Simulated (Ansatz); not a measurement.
`C=CN(C)[SiH3]` + `B[SiH](O)F` → `B[SiH](F)OC` + `C=CN[SiH3]`  (substitution at a C–N bond)

Calculated with Ansatz (gas phase, PBE0-D4/def2-TZVP geometries, no zero-point term in ΔE). CCSD(T)/CBS adds triple-zeta CCSD(T) − MP2 to the extrapolated MP2 energy (def2 sets, frozen cores). This one scheme is used for every species. DFT in def2-TZVPP. HSE06 is defined as in plane-wave codes. One conformer a species, not always the lowest.

Q: Is it downhill or uphill in electronic energy at CCSD(T)/CBS, and by how much? (Estimate.)

A: Computed: Uphill: ΔE = +31.9 kJ/mol.

Q: What do these levels give: PBE-D4, B97M-V, r2SCAN0-D4, CAM-B3LYP-D4, BLYP, HSE06, BHLYP, MP2/def2-SVP, HF/def2-TZVPP, CCSD/def2-TZVPP, MP2/def2-QZVPP, CCSD/CBS(def2)? (Estimate.)

A: Computed: PBE-D4 30.9, B97M-V 27.4, r2SCAN0-D4 29.9, CAM-B3LYP-D4 24.7, BLYP 17.6, HSE06 27.3, BHLYP 19.6, MP2/def2-SVP 31.9, HF/def2-TZVPP 11.3, CCSD/def2-TZVPP 28.3, MP2/def2-QZVPP 37.8, CCSD/CBS(def2) 29.1 kJ/mol.

Largest T1 diagnostic among the species: 0.012.

In def2-TZVPP, CCSD(T) changes the Hartree–Fock value by +19.9 kJ/mol (the triples alone add +2.9 kJ/mol) and MP2 by +26.1 kJ/mol. Leaving LDA and LC-ωPBE aside and taking each functional with its dispersion term where it has one, the values, not all of them listed here, spread over 9.8 kJ/mol, from BHLYP-D4 to revPBE-D4. LDA lies +11.5 kJ/mol from PBE without D4. The D4 term adds +6.0 kJ/mol with B3LYP and +3.2 kJ/mol with PBE0; it sums over pairs of atoms, weighted by their polarisabilities, and B3LYP, whose exchange is more repulsive, gets the larger term.

B3LYP here is the variant with VWN-RPA as its local correlation; programs differ in this.
